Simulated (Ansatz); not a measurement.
Stepwise reaction of `[F][Nb](=[S])([Cl])[Cl]` with water, as a gas-phase model of exchange steps in deposition or etching. ΔE in kJ/mol; ΔG adds harmonic PBE0-D4 terms to CCSD(T)/CBS, at 1 bar.

Gas-phase electronic energies from Ansatz, PBE0-D4/def2-TZVP geometries. CCSD(T)/CBS is the MP2 limit (def2-TZVPP, def2-QZVPP) plus CCSD(T) − MP2 in def2-TZVPP, frozen cores. This one scheme is used for every species. DFT in def2-TZVPP. B3LYP here is the variant with VWN-RPA as its local correlation; programs differ in this. def2 core potentials past Kr. For Nb outer-core shells are correlated without core-valence functions, which leaves a few kJ/mol of doubt a bond. One conformer a species, not always the lowest.

```
step                                                           reaction  PBE-D4  B3LYP-D4  ωB97M-V  CCSD(T)/CBS  ΔG(600 K)
   1  `[F][Nb](=[S])([Cl])[Cl]` + H₂O → `[OH][Nb]([F])(=[S])[Cl]` + HCl    14.8      13.2     10.1         19.2       15.1
   2  `[OH][Nb]([F])(=[S])[Cl]` + H₂O → `[OH][Nb]([OH])([F])=[S]` + HCl    22.6      20.7     18.1         26.9       21.2
```

(1) By hand: ΔE of the 2 steps together at CCSD(T)/CBS.

## Answers

(1) (19.2) + (26.9) = 46.1 kJ/mol, or 23.0 kJ/mol a step.

In ΔE each step is higher than the one before. All are uphill at CCSD(T)/CBS. ΔG lies between 15.1 and 21.2 kJ/mol a step. PBE-D4 differs from CCSD(T)/CBS by -4.4 to -4.3 kJ/mol a step. Isolated molecules leave out the surface, adducts and barriers. Largest T1 diagnostic: 0.023.
